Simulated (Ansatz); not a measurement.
Basis sets compared for N-butylpyridinium tetrafluoroborate, `CCCC[n+]1ccccc1.F[B-](F)(F)F`. The state is a singlet with charge 0. Geometry r2SCAN-D4/def2-SVP. Ansatz on 4 threads of Arm Neoverse N1 on a shared host; times are rough, and most runs start from earlier orbitals.

```xyz
29

C    -0.210    1.267    4.139
C    -0.521    0.264    3.035
C     0.014    0.697    1.672
C    -0.315   -0.328    0.595
N     0.187    0.091   -0.731
C    -0.619    0.787   -1.557
C    -0.164    1.213   -2.794
C     1.132    0.886   -3.191
C     1.936    0.132   -2.337
C     1.430   -0.268   -1.112
H     0.877    1.409    4.255
H    -0.609    0.931    5.108
H    -0.652    2.253    3.919
H    -0.097   -0.724    3.292
H    -1.613    0.111    2.961
H     1.110    0.842    1.728
H    -0.415    1.679    1.396
H     0.122   -1.316    0.789
H    -1.393   -0.496    0.476
H    -1.633    0.967   -1.200
H    -0.842    1.764   -3.448
H     1.503    1.192   -4.173
H     2.940   -0.183   -2.625
H     1.983   -0.895   -0.413
F    -1.357   -3.683   -2.391
B    -0.841   -2.483   -1.975
F    -0.267   -1.758   -3.038
F    -1.858   -1.669   -1.393
F     0.171   -2.683   -0.988
```

Binding counts from free atoms (C triplet, N quartet, H doublet, F doublet, B doublet) in the same basis, without a counterpoise term.

```json
{"level": "PBE-D4/def2-SVP", "functions": "280", "energy (Eh)": "-829.0322", "HOMO (eV)": "-6.12", "LUMO (eV)": "-3.43", "binding per atom (eV)": "4.77", "wall time": "10 s"}
{"level": "PBE0-D4/def2-SVP", "functions": "280", "energy (Eh)": "-829.0941", "HOMO (eV)": "-8.32", "LUMO (eV)": "-2.60", "binding per atom (eV)": "4.67", "wall time": "21 s"}
```

Estimate the rows for PBE-D4/def2-TZVP (with forces), PBE0-D4/def2-TZVP.


```csv
level,functions,energy (Eh),HOMO (eV),LUMO (eV),binding per atom (eV),wall time
PBE-D4/def2-TZVP (with forces),549,-829.9811,-6.63,-3.49,4.70,29 s
PBE0-D4/def2-TZVP,549,-830.0333,-8.63,-2.63,4.60,76 s
```
